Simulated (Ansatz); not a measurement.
Isolated molecules relaxed with PBE0-D4/def2-TZVP in Ansatz; ΔE leaves out vibrations. CCSD(T)/CBS adds triple-zeta CCSD(T) − MP2 to the extrapolated MP2 energy (def2 sets, frozen cores). This one scheme is used for every species. Functionals use def2-TZVPP. One conformer a species, not always the lowest.

`C[O][AlH][BH]S` + CH₃SH → `CSBS` + `C[O][AlH2]`  (cleavage of the B–Al bond)

| species | PBE energy (Eh) |
| --- | --- |
| `C[O][AlH][BH]S` | -782.03403 |
| CH₃SH | -438.49541 |
| `CSBS` | -862.00601 |
| `C[O][AlH2]` | -358.56107 |

Problem. Work out ΔE.

Solution. ΔE = (-862.00601) + (-358.56107) − (-782.03403) − (-438.49541) = -0.03764 Eh = -98.8 kJ/mol. CCSD(T)/CBS gives -99.1 kJ/mol.

Largest T1 diagnostic among the species: 0.015.
